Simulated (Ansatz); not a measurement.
Reactions of `[F][Sb]([SiH3])[SiH3]`.

Program: Ansatz. Geometries: PBE0-D4/def2-TZVP. ΔE: electronic, gas phase. CBS: MP2 limit from def2 TZ/QZ plus the TZ coupled-cluster correction, frozen cores. This one scheme is used for every species, atoms too. Functionals use def2-TZVPP. B3LYP here is the variant with VWN-RPA as its local correlation; programs differ in this. Open shells (•) are unrestricted, without spin–orbit coupling. Spin–orbit coupling would lower the free atoms: a little for F, Si. Elements past krypton have def2 core potentials. For Sb outer-core shells are correlated without core-valence functions, so the limit isn't a true one: a few kJ/mol of doubt a bond, and 10 to 20 or more in all where bonds break to atoms. Each species was taken in one conformer, which may not be the lowest.

| reaction | CCSD/CBS(def2) (kJ/mol) | B3LYP-D4 (kJ/mol) | HF/CBS(def2) (kJ/mol) | PBE0-D4 (kJ/mol) | CCSD(T)/CBS(def2) (kJ/mol) |
| --- | --- | --- | --- | --- | --- |
| `[F][Sb]([SiH3])[SiH3]` + HCl → `[SiH3][Sb]([SiH3])[Cl]` + H–F | -49 | -42 | -38 | -50 | -50 |
| `[F][Sb]([SiH3])[SiH3]` + H–F → `[F][Sb]([F])[SiH3]` + SiH₄ | -18 | -29 | -47 | -8 | -16 |
| `[F][Sb]([SiH3])[SiH3]` + `OC(O)(O)F` → `OC(O)(F)O[SiH3]` + `[F][SbH][SiH3]` | -53 | -51 | -77 | -36 | -49 |
| `[F][Sb]([SiH3])[SiH3]` → F• + 6 H• + Sb• + 2 Si• | 2764 | 2796 | 2004 | 2740 | 2801 |

Largest T1 diagnostic: 0.015, for `[F][Sb]([F])[SiH3]`.
